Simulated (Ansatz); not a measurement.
**Abstraction of F: CH7FSi2 + SiH2(CH3) → SiH2(CH3)(SiH2) + SiH2(CH3)F**

Species: CH7FSi2 `C[SiH2][SiH2]F`, singlet; SiH2(CH3), doublet; SiH2(CH3)(SiH2), doublet; SiH2(CH3)F, singlet. A radical takes F: the energy is the difference in strength between two Si–F bonds in different surroundings.

Shapes, held fixed at every level: PBE0-D4/def2-TZVP. Flexible molecules stand in one conformer, not always the lowest. Programs: Ansatz 0.2.0. The zero-point and thermal change to 298 K, harmonic and unscaled (PBE0-D4/def2-TZVP), is +0.2 kJ/mol.

| level | kind | ΔH(298 K) (kJ/mol) | less CCSD(T)/CBS estimate |
| --- | --- | --- | --- |
| MP2/def2-SVP | perturbation theory | -36.3 | +0.2 |
| SPW92/def2-TZVPP | LDA | -34.8 | +1.7 |
| r2SCAN-D4/def2-TZVPP | meta-GGA | -36.2 | +0.3 |
| B3LYP-D4/def2-TZVPP | global hybrid | -33.5 | +3.0 |
| BHLYP-D4/def2-TZVPP | global hybrid | -35.3 | +1.2 |
| wB97M-V/def2-TZVPP | range-separated hybrid | -36.8 | -0.3 |
| wB97X-V/def2-TZVPP | range-separated hybrid | -33.8 | +2.7 |
| CCSD(T)/CBS estimate | coupled cluster or CI | -36.5 | 0.0 |

The highest level, CCSD(T)/CBS estimate, gives ΔH(298 K) = -36.5 kJ/mol; the levels span -36.8 to -33.5. The column of differences is taken from that level and isn't an error. No measured value is set beside it here. Open shells run unrestricted. The CBS estimate extrapolates MP2 from def2-TZVPP and def2-QZVPP and adds CCSD(T) − MP2 in the triple-zeta set, cores frozen.
